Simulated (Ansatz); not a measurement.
CH5S (SMILES C[SH2+]) moved off its minimum; all values from Ansatz (a program for electronic structure), cores frozen in correlated methods.
(charge 1, multiplicity 1)
```xyz
7

C     -1.1343    -0.2461     0.3039
S      0.4497     0.1385    -0.1776
H     -1.7579     0.7708    -0.1641
H     -1.5097    -1.1071     0.1457
H     -1.1371     0.0319     1.4705
H      1.0264     1.2985     0.3111
H      1.3506    -0.6645     0.5129
```

Forces at wB97M-V/def2-TZVPP (eV/Å):

| atom | Fx | Fy | Fz |
|---|---|---|---|
| C1 | -0.546 | 11.506 | 5.202 |
| S2 | 4.201 | -0.853 | -2.065 |
| H3 | 1.394 | -3.393 | 1.053 |
| H4 | -2.209 | -6.132 | -1.804 |
| H5 | -0.579 | -1.063 | -2.449 |
| H6 | -1.351 | -0.495 | 0.353 |
| H7 | -0.911 | 0.430 | -0.290 |

Task: Give the forces (eV/Å), the total energy and the dipole at CCSD(T)/cc-pV(T+d)Z.

Result: 
```csv
atom,Fx,Fy,Fz
C1,-0.718,11.473,5.288
S2,4.451,-0.816,-2.169
H3,1.356,-3.325,1.015
H4,-2.217,-6.227,-1.846
H5,-0.579,-1.039,-2.362
H6,-1.367,-0.494,0.360
H7,-0.926,0.426,-0.288
```
Energy -438.4129 hartree.
